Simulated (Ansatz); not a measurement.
Cd10H28S10⁻. The state is a doublet with charge -1. Geometry r2SCAN-D4/def2-SVP, that of the neutral singlet; atoms count from 1.

```csv
atom,x (Å),y (Å),z (Å)
Cd1,-2.6275,-1.6176,4.3099
Cd2,-5.2119,-1.6066,-1.8439
Cd3,-0.9305,2.9645,-2.6798
Cd4,1.9471,0.3278,4.1147
Cd5,1.0755,4.9445,-1.2228
Cd6,-0.5025,0.3647,0.5627
Cd7,0.0425,-3.6825,-0.4624
Cd8,0.7434,-1.3593,-2.9591
Cd9,3.5548,0.2169,-0.4916
Cd10,3.6527,1.7022,-3.2695
S11,-2.8990,-0.6881,0.1447
S12,-0.4598,0.0914,3.1769
S13,-1.0632,-3.6050,2.5288
S14,-0.5633,2.8548,0.1047
S15,-2.2804,-1.1462,-3.1461
S16,0.9757,1.1733,-3.4864
S17,2.5928,2.6526,2.6393
S18,2.8424,-1.8245,2.6799
S19,2.7642,2.9121,-1.0063
S20,1.2000,-1.0972,-0.4501
H21,-2.0322,-1.9497,5.8418
H22,-3.5896,-1.3523,2.9143
H23,-4.8452,-3.2030,-1.4509
H24,-5.7762,-0.0871,-2.2812
H25,0.1999,4.4220,-2.7633
H26,-2.4630,2.4436,-3.1772
H27,2.6135,0.5631,5.6484
H28,1.3370,6.3277,-0.3001
H29,-1.5614,-3.0326,-0.6956
H30,1.3097,-4.7771,-0.3305
H31,0.8660,-2.7102,-3.9671
H32,4.2328,0.1752,1.0675
H33,4.4527,2.4339,-4.5579
H34,3.9296,0.0976,-2.2776
H35,-3.1672,-1.0488,1.4734
H36,-2.2522,-1.9176,-0.2109
H37,-0.9453,1.3036,3.5320
H38,-2.1361,-4.2487,2.0157
H39,-0.6746,-4.6783,3.2549
H40,-1.8486,3.1270,0.4333
H41,-2.4603,-0.0755,-3.9566
H42,-2.2851,-2.0423,-4.1602
H43,0.7648,1.2225,-4.8219
H44,1.5658,2.7984,1.7579
H45,2.0031,3.4485,3.5636
H46,1.9096,-2.6784,3.1696
H47,2.1657,-1.6602,1.4814
H48,3.8336,3.5212,-0.4464
```

In the def2 sets Cd takes a core potential; there is no spin–orbit coupling. Single mean-field runs in def2-TZVP are fitted with def2-universal-jkfit. The highest occupied level of the charge -1 doublet lies above zero (up to 0.25 eV). By energy differences its removal costs 0.74 eV (vertical, to the charge 0 singlet, at PBE0-D4/def2-TZVP); self-interaction error and the lack of diffuse functions both raise the level.

(1) Estimate the Mulliken populations of the heavy atoms from the PBE0/def2-TZVP orbitals of Ansatz.

(2) Where does the spin sit?

(3) And the Mayer bond orders between bonded heavy atoms (over 0.3)?

## Answers

(1) 
```csv
atom,charge (e),spin (α − β),d electrons
Cd1,0.24,0.07,9.95
Cd2,0.20,0.06,9.94
Cd3,0.40,0.04,9.97
Cd4,0.41,0.09,9.99
Cd5,0.36,0.09,9.97
Cd6,0.51,0.44,9.99
Cd7,0.30,0.03,9.95
Cd8,0.49,0.04,9.98
Cd9,0.43,0.04,9.97
Cd10,0.43,0.00,9.97
S11,-0.34,0.02,–
S12,-0.55,-0.01,–
S13,-0.33,0.00,–
S14,-0.59,0.00,–
S15,-0.33,0.00,–
S16,-0.62,0.00,–
S17,-0.30,0.00,–
S18,-0.31,0.00,–
S19,-0.65,0.00,–
S20,-0.88,0.01,–
```
Mulliken values and Mayer orders depend strongly on the basis.

(2) Summed by element: Cd 0.91, S 0.02, H 0.06, of 1 unpaired in all. Largest on single atoms: Cd6 0.44, Cd5 0.09, Cd4 0.09.

(3) Cd3–S14 0.32 (2.81 Å); Cd4–S12 0.48 (2.59 Å); Cd4–S18 0.34 (2.74 Å); Cd5–S19 0.38 (2.65 Å); Cd6–S12 0.32 (2.63 Å); Cd6–S14 0.39 (2.53 Å); Cd6–S20 0.50 (2.46 Å); Cd8–S16 0.39 (2.60 Å); Cd8–S20 0.48 (2.56 Å); Cd9–S20 0.37 (2.70 Å); Cd10–S16 0.31 (2.74 Å); Cd10–S19 0.33 (2.72 Å).
